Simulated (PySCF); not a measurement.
Working out the excitation energy of B⁺

B⁺ [He] 2s2 (1S) → B⁺ [He] 2s1 3s1 (3S). Calculation: PySCF 2.14, in aug-cc-pVDZ; no relativity, point nucleus. Frozen: 1s2. Energies in hartree (1 hartree = 27.21139 eV):

```csv
part,B⁺ (lower),B⁺ (upper)
UHF,-24.235014,-23.689528
MP2 opposite-spin,-0.032661,0.000000
MP2 same-spin,0.000000,-0.002831
```

Question: What does Hartree-Fock give?

Answer: (-23.689528) − (-24.235014) = 0.545486 hartree = 14.843 eV.

Question: What do MP2 and SCS-MP2 (6/5 opposite-spin, 1/3 same-spin) give?

Answer: The opposite-spin parts differ by 0.889 eV and the same-spin parts by -0.077 eV. MP2: 14.843 + (0.889) + (-0.077) = 15.655 eV. SCS-MP2: 14.843 + 1.2 × (0.889) + (-0.077)/3 = 15.884 eV.

Measured between the centres of the two terms (NIST): 16.090 eV, so MP2 (valence) is off by -0.435 eV.

A double-zeta basis recovers only part of the correlation energy.

What remains against the reference includes basis incompleteness, the frozen core and correlation beyond second order.
